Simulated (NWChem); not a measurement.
Molecule: SnCl2F2; SMILES [F][Sn]([Cl])([F])[Cl]

def2 effective core potentials on Sn; no spin-orbit coupling.

**Question.** Give the equilibrium geometry at PBE-D3(BJ)/def2-SVP with def2 effective core potentials on Sn (NWChem) as a list of bonds and angles, with the point group.

**Answer.** point group C2v; any orientation.
Bonds (Å): F1–Sn2 1.936, Sn2–F3 1.936, Sn2–Cl4 2.328, Sn2–Cl5 2.328. Bond angles (°): F1–Sn2–F3 105.8, F1–Sn2–Cl4 109.4, F1–Sn2–Cl5 109.4, F3–Sn2–Cl4 109.4, F3–Sn2–Cl5 109.4, Cl4–Sn2–Cl5 113.2.
